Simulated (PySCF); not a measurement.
Molecule: SMILES C=C(CO)C(=O)NC, C5H9NO2.

Bonds (- single, = double, # triple, : aromatic): C1=C2, C2-C3, C3-O4, C2-C5, C5=O6, C5-N7, N7-C8. C1 carries H9, H10; C3 carries H11, H12; O4 carries H13; N7 carries H14; C8 carries H15, H16, H17. H10 is cis to C3; H9 is trans to C3.

Frames of a GFN2-xTB Langevin trajectory at 300 K; GIAO PBE0/pcSseg-1 shieldings in PySCF, gas phase, non-relativistic; equivalent atoms averaged within each frame.

Shifts are taken against calculated references (same method and geometry level): ¹³C (σ = 186.93 ppm), ¹H (σ = 31.72 ppm) vs TMS; H2O for ¹⁷O (σ = 336.08 ppm); NH3 for ¹⁵N (σ = 267.73 ppm). The references are static minima.

Q: How do the shifts (ppm) fluctuate along the trajectory?

A: 
```
         time (fs)     C5     C2     C1    C3    C8     O6    O4     N7    H9   H14
               250  166.9  146.9  135.9  68.5  23.6  383.9  40.3  121.9  7.02  6.23
               425  164.7  148.1  129.3  66.7  21.4  382.6  18.7  108.8  7.19  4.92
               625  171.5  155.6  141.3  72.7  29.2  399.1  39.8  134.6  7.88  7.61
               800  161.3  140.8  129.3  72.6  35.2  368.2  44.8  120.7  6.19  4.81
              1000  167.5  141.7  140.5  71.0  24.6  380.3  23.4  122.8  7.56  6.65
    mean of frames  166.4  146.6  135.3  70.3  26.8  382.8  33.4  121.7  7.17  6.04
standard deviation    3.7    5.9    5.8   2.6   5.5   11.0  11.6    9.2  0.64  1.19
```

5 frames give an uncertainty of the mean of about the standard deviation over 2.2 at best, since frames this close in time may not be independent; classical motion lacks zero-point vibration, and the reference would need the same averaging.
